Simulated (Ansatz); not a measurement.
C$_{2}$H$_{8}$OSi$_{2}$, SMILES `CC(=O)[SiH2][SiH3]`. Charge 0, multiplicity 1. Geometry: relaxed with PBE0-D4/def2-TZVP. It is one conformer, not always the lowest.

```xyz
13

C     1.013   -1.695    0.866
C     0.971   -0.808   -0.345
O     1.966   -0.512   -0.963
Si   -0.724   -0.056   -0.915
Si   -0.888    2.085    0.015
H     0.426   -2.600    0.676
H     0.540   -1.191    1.715
H     2.042   -1.961    1.112
H    -1.862   -0.894   -0.441
H    -0.723   -0.004   -2.399
H     0.243    2.929   -0.450
H    -0.833    1.979    1.499
H    -2.172    2.729   -0.369
```

**Question.** What is the dipole moment at ωB97M-V/def2-TZVPP? (An estimate is asked.)

**Answer.** Computed: 2.43 D, with components (-1.77, -0.76, 1.48) D in this frame, pointing from negative to positive charge.

**Question.** And with PBE, r2SCAN, B3LYP? (Estimate.)

**Answer.** Computed: PBE 2.24 D, r2SCAN 2.35 D, B3LYP 2.41 D.

**Question.** Give the Mulliken charges with ωB97M-V, PBE, B3LYP in def2-TZVPP. (Best estimate.)

**Answer.** Ansatz gave: 
```json
{"atom": "C1", "ωB97M-V": "-0.27", "PBE": "-0.20", "B3LYP": "-0.21"}
{"atom": "C2", "ωB97M-V": "0.09", "PBE": "0.11", "B3LYP": "0.11"}
{"atom": "O3", "ωB97M-V": "-0.27", "PBE": "-0.22", "B3LYP": "-0.27"}
{"atom": "Si4", "ωB97M-V": "0.13", "PBE": "0.13", "B3LYP": "0.20"}
{"atom": "Si5", "ωB97M-V": "0.04", "PBE": "0.10", "B3LYP": "0.15"}
{"atom": "H6", "ωB97M-V": "0.12", "PBE": "0.10", "B3LYP": "0.10"}
{"atom": "H7", "ωB97M-V": "0.11", "PBE": "0.10", "B3LYP": "0.09"}
{"atom": "H8", "ωB97M-V": "0.12", "PBE": "0.09", "B3LYP": "0.10"}
{"atom": "H9", "ωB97M-V": "-0.02", "PBE": "-0.06", "B3LYP": "-0.07"}
{"atom": "H10", "ωB97M-V": "0.00", "PBE": "-0.04", "B3LYP": "-0.05"}
{"atom": "H11", "ωB97M-V": "0.00", "PBE": "-0.03", "B3LYP": "-0.04"}
{"atom": "H12", "ωB97M-V": "-0.02", "PBE": "-0.04", "B3LYP": "-0.06"}
{"atom": "H13", "ωB97M-V": "-0.01", "PBE": "-0.04", "B3LYP": "-0.05"}
```

B3LYP here is the variant with VWN-RPA as its local correlation; programs differ in this.
